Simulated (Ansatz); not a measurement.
Two structures of SiH2O2F2, singlet, reached by relaxing down either side of one saddle point (PBE0-D4/def2-TZVP). Energies are electronic, without zero-point energy. Computed with Ansatz 0.2.0 (basis: def2-TZVPP and def2-QZVPP); correlated methods freeze the cores. Extrapolation: Hartree–Fock as exp(−7.88 √X), correlation as X^−2.97. First:

```csv
atom,x (Å),y (Å),z (Å)
Si1,-0.1375,0.0605,0.3158
O2,1.2599,0.0812,-0.4961
O3,-1.1397,-1.0121,-0.3429
H4,-1.1566,-1.0998,-1.2962
F5,-0.7528,1.5180,0.3426
F6,0.0506,-0.3474,1.8248
H7,1.8762,0.7996,-0.3478
```

Second:

```json
{"atom": "Si1", "x (Å)": "-0.6348", "y (Å)": "0.0113", "z (Å)": "0.5037"}
{"atom": "O2", "x (Å)": "0.9188", "y (Å)": "-0.2465", "z (Å)": "-0.5239"}
{"atom": "O3", "x (Å)": "-1.6382", "y (Å)": "-0.7990", "z (Å)": "-0.2890"}
{"atom": "H4", "x (Å)": "0.5600", "y (Å)": "-0.7239", "z (Å)": "-1.2909"}
{"atom": "F5", "x (Å)": "-0.5475", "y (Å)": "1.5975", "z (Å)": "0.5048"}
{"atom": "F6", "x (Å)": "-0.0463", "y (Å)": "-0.3855", "z (Å)": "1.9134"}
{"atom": "H7", "x (Å)": "1.3879", "y (Å)": "0.5459", "z (Å)": "-0.8180"}
```

(1) Which bonds change from the first to the second?

(2) Give the saddle point's structure and its height above each. (To be estimated.)

No T1 diagnostic of these runs exceeds 0.014.

Answers

(1) SiH₂O₂F₂ ([OH][Si]([OH])([F])[F]) → SiOF₂ ([O][Si]([F])[F]) + H₂O (still joined by a long Si–O bond); bonds formed: O2–H4; bonds broken: O3–H4; bonds weakened to dative contacts: Si1–O2.

(2) Computed: 57.38 kcal/mol above the first and 5.14 kcal/mol above the second (CCSD(T) at an estimated basis limit (MP2 extrapolated from triple and quadruple zeta, plus CCSD(T) − MP2 in triple zeta)).
```
7
angstrom
Si -0.4936 0.0500 0.5003
O 0.9827 -0.2388 -0.5101
O -1.2882 -0.8073 -0.5066
H 0.1560 -0.7155 -1.0387
F -0.6034 1.6214 0.5891
F -0.1283 -0.4108 1.9563
H 1.3748 0.5010 -0.9902
```

Labels in which every atom is bracketed show which atoms are joined, not bond orders.

For scale, one of the runs: CCSD(T)/def2-TZVPP, 194 basis functions, launched by `ansatz run in.yaml --threads 4 --pin off --events-out ev --progress --plain --max-ram 9574MiB`. Hardware: 4 CPU threads of an Arm Neoverse V2, shared host. Wall time 48 s; peak host memory 2.4 GiB.
